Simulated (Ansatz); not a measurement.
Mulliken charges of AuH₃O₂ (`[OH][Au-][OH2+]`) from ωB97M-V/def2-TZVPP in Ansatz (PBE0-D4/def2-TZVP geometry).

| atom | x (Å) | y (Å) | z (Å) | charge (e) |
| --- | --- | --- | --- | --- |
| O1 | -1.832 | -1.437 | -0.639 | -0.545 |
| Au2 | -0.336 | -0.320 | -0.122 | 0.191 |
| O3 | 1.245 | 0.988 | 0.437 | -0.280 |
| H4 | -1.516 | -2.346 | -0.628 | 0.163 |
| H5 | 1.432 | 1.618 | -0.267 | 0.235 |
| H6 | 1.006 | 1.498 | 1.218 | 0.235 |

Task: By hand: the dipole of these point charges (1 e Å = 4.8032 D).

Result: Σ q r = (0.911, 0.795, 0.324) e Å, of length 1.252 e Å = 6.01 D.

Task: How does the dipole of the full density compare? (Estimate.)

Result: Computed: (0.952, 0.846, 0.339) e Å, 6.33 D; the point charges give 0.95 times that, at 1° from its direction.

Point charges leave out the atoms' own dipoles, such as those of lone pairs, and Mulliken's split depends on the basis, so the close match here is no proof of good charges.
